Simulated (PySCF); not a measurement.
C3H7O, SMILES [CH2]COC, multiplicity 2.

Geometry: TPSSh-D3(BJ)/def2-SVP. The isomer is the one that the SMILES or the coordinates give; other isomers of the formula were not compared. One conformer was computed; it need not be the lowest.

Calculation: TDA-PBE/def2-SVPD run with PySCF.

Vertical excitations. Gas-phase values at a fixed geometry.

```csv
state,energy (eV),λ (nm),f,main pairs
root 1,3.12,398,0.000,β HOMO→LUMO 100 %
root 2,4.72,263,0.003,β HOMO−1→LUMO 99 %
root 3,5.12,242,0.008,α HOMO→LUMO 100 %
root 4,5.82,213,0.015,α HOMO→LUMO+1 98 %
root 5,5.84,212,0.004,α HOMO→LUMO+2 98 %
root 6,6.08,204,0.000,"α HOMO−1→LUMO 61 %, β HOMO→LUMO+1 38 %"
root 7,6.22,199,0.016,"α HOMO−1→LUMO 38 %, β HOMO→LUMO+1 61 %"
root 8,6.28,198,0.000,"α HOMO→LUMO+3 19 %, β HOMO−2→LUMO 67 %, β HOMO−3→LUMO 10 %"
root 9,6.41,194,0.009,"α HOMO→LUMO+3 73 %, β HOMO−3→LUMO 18 %, β HOMO−2→LUMO 7 %"
root 10,6.49,191,0.015,α HOMO→LUMO+4 97 %
```
Unrestricted roots are not spin-pure.
